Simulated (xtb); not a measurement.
CH$_{5}$AlO$_{2}$, charge +1, doublet, from a rough starting geometry (GFN-xTB shapes and energies of metal compounds can be far from the true ones) (a state made from the parent by changing its charge; the spin is typed, not shown lowest); xtb with GFN2-xTB.

Input for xtb:
```
$ xtb mol.xyz --gfn 2 --chrg 1 --uhf 1 --opt vtight --json

# file mol.xyz
9

Al     0.40399897     0.36107581     0.05570796
C     -1.03279380    -0.96733119    -0.11080185
H     -0.72238156    -1.83983042    -0.59124205
H     -1.90519534    -0.47633643    -0.68922351
H     -1.42383306    -1.19837176     0.92918807
O      0.31321355     1.82698355    -0.75199185
H      0.25820206     2.62380910    -1.18375284
O      1.75740043    -0.05667719     0.92912318
H      2.46149151    -0.32470446     1.44898358
```

The log (banner, timings and long lists left out):

```
   ID    Z sym.   atoms
    1   13 Al     1
    2    6 C      2
    3    1 H      3-5, 7, 9
    4    8 O      6, 8

           -------------------------------------------------
          |                Calculation Setup                |
           -------------------------------------------------

           -------------------------------------------------
          |                 G F N 2 - x T B                 |
           -------------------------------------------------

          ...................................................
          :                      SETUP                      :
          :.................................................:
          :  # basis functions                  27          :
          :  # atomic orbitals                  26          :
          :  # shells                           14          :
          :  # electrons                        23          :
          :  max. iterations                   250          :
          :  Hamiltonian                  GFN2-xTB          :
          :  restarted?                      false          :
          :  GBSA solvation                  false          :
          :  PC potential                    false          :
          :  electronic temp.          300.0000000     K    :
          :  accuracy                    1.0000000          :
          :  -> integral cutoff          0.2500000E+02      :
          :  -> integral neglect         0.1000000E-07      :
          :  -> SCF convergence          0.1000000E-05 Eh   :
          :  -> wf. convergence          0.1000000E-03 e    :
          :  Broyden damping             0.4000000          :
          :  net charge                          1          :
          :  unpaired electrons                  1          :
          ...................................................

 iter      E             dE          RMSdq      gap      omega  full diag
   1    -13.5604762 -0.135605E+02  0.150E+01    5.29       0.0  T
   2    -13.4809022  0.795740E-01  0.802E+00    5.37       1.0  T
   3    -13.3096295  0.171273E+00  0.968E+00    4.25       1.0  T
   4    -13.5102856 -0.200656E+00  0.458E+00    4.44       1.0  T
   5    -13.5721545 -0.618689E-01  0.277E+00    4.77       1.0  T
   6    -13.5871114 -0.149570E-01  0.209E+00    5.00       1.0  T
   7    -13.6000671 -0.129557E-01  0.136E+00    5.28       1.0  T
   8    -13.6024545 -0.238739E-02  0.118E+00    5.32       1.0  T
   9    -13.6048754 -0.242087E-02  0.962E-01    5.35       1.0  T
  10    -13.4973520  0.107523E+00  0.389E+00    5.36       1.0  T
  11    -13.5291522 -0.318003E-01  0.333E+00    5.41       1.0  T
  12    -13.6039936 -0.748414E-01  0.972E-01    5.43       1.0  T
  13    -13.6038564  0.137164E-03  0.975E-01    5.38       1.0  T
  14    -13.6089706 -0.511414E-02  0.456E-01    5.42       1.0  T
  15    -13.6088004  0.170155E-03  0.474E-01    5.43       1.0  T
  16    -13.6102176 -0.141714E-02  0.199E-01    5.44       1.0  T
  17    -13.6099240  0.293556E-03  0.272E-01    5.44       1.0  T
  18    -13.6101463 -0.222263E-03  0.208E-01    5.44       1.0  T
  19    -13.6103864 -0.240122E-03  0.106E-01    5.44       1.0  T
  20    -13.6104055 -0.190615E-04  0.919E-02    5.44       1.0  T
  21    -13.6104551 -0.496126E-04  0.364E-02    5.45       1.0  T
  22    -13.6104638 -0.871798E-05  0.140E-02    5.45       2.4  T
  23    -13.6104653 -0.149599E-05  0.141E-03    5.45      23.6  T
  24    -13.6104652  0.107244E-06  0.398E-03    5.45       8.4  T
  25    -13.6104652 -0.336948E-07  0.341E-03    5.45       9.8  T
  26    -13.6104653 -0.824177E-07  0.631E-04    5.45      52.8  T
  27    -13.6104653 -0.245735E-08  0.229E-04    5.45     145.5  T

   *** convergence criteria satisfied after 27 iterations ***

         :::::::::::::::::::::::::::::::::::::::::::::::::::::
         ::                     SUMMARY                     ::
         :::::::::::::::::::::::::::::::::::::::::::::::::::::
         :: total energy             -13.471251738357 Eh    ::
         :: gradient norm              0.146502165524 Eh/a0 ::
         :: HOMO-LUMO gap              5.448199991047 eV    ::
         ::.................................................::
         :: SCC energy               -13.610460680996 Eh    ::
         :: -> isotropic ES            0.160484261776 Eh    ::
         :: -> anisotropic ES         -0.011240001598 Eh    ::
         :: -> anisotropic XC         -0.001223594513 Eh    ::
         :: -> dispersion             -0.002637439622 Eh    ::
         :: repulsion energy           0.139208942640 Eh    ::
         :: add. restraining           0.000000000000 Eh    ::
         :: total charge               1.000000000000 e     ::
         :::::::::::::::::::::::::::::::::::::::::::::::::::::

      -----------------------------------------------------------
     |                   =====================                   |
     |                        A N C O P T                        |
     |                   =====================                   |
     |               Approximate Normal Coordinate               |
     |                Rational Function Optimizer                |
      -----------------------------------------------------------
      -----------------------------------------------------------
     |                   =====================                   |
     |                        A N C O P T                        |
     |                   =====================                   |
     |               Approximate Normal Coordinate               |
     |                Rational Function Optimizer                |
      -----------------------------------------------------------

          ...................................................
          :                      SETUP                      :
          :.................................................:
          :   optimization level         verytight          :
[...]
 * total energy  :   -13.4928308 Eh     change       -0.3943946E-04 Eh
 * total energy  :   -13.4928510 Eh     change       -0.2018067E-04 Eh
 * total energy  :   -13.4928708 Eh     change       -0.1984325E-04 Eh
 * total energy  :   -13.4929003 Eh     change       -0.2945461E-04 Eh
 * total energy  :   -13.4929175 Eh     change       -0.1717415E-04 Eh
 * total energy  :   -13.4929273 Eh     change       -0.9817410E-05 Eh
 * total energy  :   -13.4929353 Eh     change       -0.7980900E-05 Eh
 * total energy  :   -13.4929426 Eh     change       -0.7360766E-05 Eh
 * total energy  :   -13.4929479 Eh     change       -0.5276984E-05 Eh
 * total energy  :   -13.4929504 Eh     change       -0.2498821E-05 Eh
 * total energy  :   -13.4929515 Eh     change       -0.1107035E-05 Eh
 * total energy  :   -13.4929523 Eh     change       -0.8268436E-06 Eh
 * total energy  :   -13.4929524 Eh     change       -0.8515063E-07 Eh
   *** GEOMETRY OPTIMIZATION CONVERGED AFTER 22 ITERATIONS ***
[...]
   3    -13.6240118 -0.296652E-12  0.162E-05    4.72    2054.0  T

   *** convergence criteria satisfied after 3 iterations ***

         :::::::::::::::::::::::::::::::::::::::::::::::::::::
         ::                     SUMMARY                     ::
         :::::::::::::::::::::::::::::::::::::::::::::::::::::
         :: total energy             -13.492952413470 Eh    ::
         :: gradient norm              0.000175466790 Eh/a0 ::
         :: HOMO-LUMO gap              4.724685602428 eV    ::
         ::.................................................::
         :: SCC energy               -13.624007361739 Eh    ::
         :: -> isotropic ES            0.160795476564 Eh    ::
         :: -> anisotropic ES         -0.010289051601 Eh    ::
         :: -> anisotropic XC         -0.000220350053 Eh    ::
         :: -> dispersion             -0.002706523572 Eh    ::
         :: repulsion energy           0.131054948269 Eh    ::
         :: add. restraining           0.000000000000 Eh    ::
         :: total charge               1.000000000053 e     ::
         :::::::::::::::::::::::::::::::::::::::::::::::::::::

           -------------------------------------------------
          |                Property Printout                |
           -------------------------------------------------

    * Orbital Energies and Occupations

         #    Occupation            Energy/Eh            Energy/eV
      -------------------------------------------------------------
         1        2.0000           -0.8822019             -24.0059
         2        2.0000           -0.8599875             -23.4014
         3        2.0000           -0.8169205             -22.2295
         4        2.0000           -0.7817207             -21.2717
         5        2.0000           -0.7528004             -20.4847
         6        2.0000           -0.7075805             -19.2542
         7        2.0000           -0.7040511             -19.1582
         8        2.0000           -0.6825311             -18.5726
         9        2.0000           -0.6810907             -18.5334
        10        2.0000           -0.6712397             -18.2654
        11        2.0000           -0.6660604             -18.1244
        12        1.0000           -0.6314542             -17.1827 (HOMO)
        13                         -0.4578252             -12.4581 (LUMO)
        14                         -0.3105366              -8.4501
        15                         -0.2368852              -6.4460
        16                         -0.2339593              -6.3664
        17                         -0.1618441              -4.4040
        18                         -0.1214219              -3.3041
        19                         -0.0955159              -2.5991
        20                         -0.0664944              -1.8094
        21                         -0.0232468              -0.6326
        22                          0.0385226               1.0483
        23                          0.0491920               1.3386
       ...                                ...                  ...
        26                          0.9438162              25.6825
      -------------------------------------------------------------
                  HL-Gap            0.1736290 Eh            4.7247 eV
             Fermi-level           -0.5966975 Eh          -16.2370 eV

     #   Z          covCN         q      C6AA      α(0)
     1  13 Al       2.277     0.498   109.962    22.787
     2   6 C        3.577    -0.096    23.145     6.989
     3   1 H        0.925     0.177     1.221     1.728
     4   1 H        0.925     0.193     1.133     1.665
     5   1 H        0.925     0.178     1.219     1.727
     6   8 O        1.541    -0.353    20.045     6.040
     7   1 H        0.807     0.392     0.498     1.109
     8   8 O        1.542    -0.378    20.505     6.109
     9   1 H        0.806     0.388     0.507     1.118

 Mol. C6AA /au·bohr⁶  :        804.277240
 Mol. C8AA /au·bohr⁸  :      32770.705861
 Mol. α(0) /au        :         49.270180

Wiberg/Mayer (AO) data.
largest (>0.10) Wiberg bond orders for each atom

 ---------------------------------------------------------------------------
     #   Z sym  total        # sym  WBO       # sym  WBO       # sym  WBO
 ---------------------------------------------------------------------------
     1  13 Al   3.814 --     8 O    1.500     6 O    1.498     2 C    0.612
     2   6 C    3.519 --     5 H    0.920     3 H    0.919     4 H    0.898
                             1 Al   0.612
     3   1 H    0.969 --     2 C    0.919
     4   1 H    0.962 --     2 C    0.898
     5   1 H    0.968 --     2 C    0.920
     6   8 O    2.452 --     1 Al   1.498     7 H    0.800
     7   1 H    0.846 --     6 O    0.800
     8   8 O    2.447 --     1 Al   1.500     9 H    0.804
     9   1 H    0.849 --     8 O    0.804
 ---------------------------------------------------------------------------

Topologies differ in total number of bonds
Writing topology from bond orders to xtbtopo.mol

molecular dipole:
                 x           y           z       tot (Debye)
 q only:        0.043      -0.074       0.039
   full:        0.092      -0.077       0.061       0.343
molecular quadrupole (traceless):
                xx          xy          yy          xz          yz          zz
 q only:        0.720       2.040       4.214       3.593      -4.705      -4.934
  q+dip:        0.370       1.327       4.890       4.292      -5.850      -5.260
   full:        0.077       2.157       3.923       2.261      -3.644      -4.000

optimized geometry written to: xtbopt.xyz

           -------------------------------------------------
          | TOTAL ENERGY              -13.492952413470 Eh   |
          | GRADIENT NORM               0.000175466790 Eh/α |
          | HOMO-LUMO GAP               4.724685602428 eV   |
           -------------------------------------------------

normal termination of xtb
```
